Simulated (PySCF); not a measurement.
**GeCl under electron impact: the energy ladder**

r²SCAN in PySCF with def2-TZVPPD on every atom, for the lowest determinant that a PBE0 search found; no spin–orbit coupling.

```json
{"species": "GeCl", "state (unpaired electrons)": "doublet (π ↑)", "Re (Å)": "2.173", "ωe (cm⁻¹)": "405", "energy of the minimum from the neutral (eV)": "0.00", "De (eV)": "4.24", "dissociates to": "Ge + Cl"}
{"species": "GeCl⁺", "state (unpaired electrons)": "singlet (closed shell)", "Re (Å)": "2.061", "ωe (cm⁻¹)": "508", "energy of the minimum from the neutral (eV)": "7.44", "De (eV)": "4.88", "dissociates to": "Ge⁺ + Cl"}
{"species": "GeCl⁻", "state (unpaired electrons)": "triplet (π ↑↑)", "Re (Å)": "2.351", "ωe (cm⁻¹)": "281", "energy of the minimum from the neutral (eV)": "-1.37", "De (eV)": "1.99", "dissociates to": "Ge + Cl⁻"}
```

Problem. Work out the lowest energy to break GeCl into atoms, from its vibrational ground state.

Solution. D0 = De − ωe/2 = 4.24 − 0.03 = 4.21 eV (r²SCAN/def2-TZVPPD).

Problem. Work out the ionisation energy of the Ge atom at this level and the threshold of dissociative ionisation.

Solution. IE(Ge) = 7.44 + 4.88 − 4.24 = 8.08 eV, so Ge⁺ + Cl + e⁻ appears at D0 + IE(Ge) = 12.29 eV (r²SCAN/def2-TZVPPD). The measured IE(Ge) is 7.899 eV (NIST ASD).

Problem. Work out the electron affinity of the Cl atom and the threshold of dissociative attachment.

Solution. EA(Cl) = 4.24 − 1.99 − (-1.37) = 3.62 eV, so Ge + Cl⁻ needs D0 − EA(Cl) = 0.59 eV (r²SCAN/def2-TZVPPD). The measured EA(Cl) is 3.613 eV.

Problem. At which energy does ion-pair formation open?

Solution. Ge⁺ + Cl⁻ lies at D0 + IE(Ge) − EA(Cl) = 8.67 eV (r²SCAN/def2-TZVPPD).

These are thermodynamic thresholds; the onsets seen under electron impact lie higher where the geometry changes, and cross-sections peak well above them.

Spin–orbit coupling is left out. For an ion De counts to the pair picked by the measured ionisation energies or electron affinities, which need not be the lowest pair at this level. The highest Kohn–Sham level is positive in this anion. Much of that is self-interaction error, but it also means that the finite basis helps to hold the extra electron. States were picked by a PBE0 search and need not be the measured ground states.
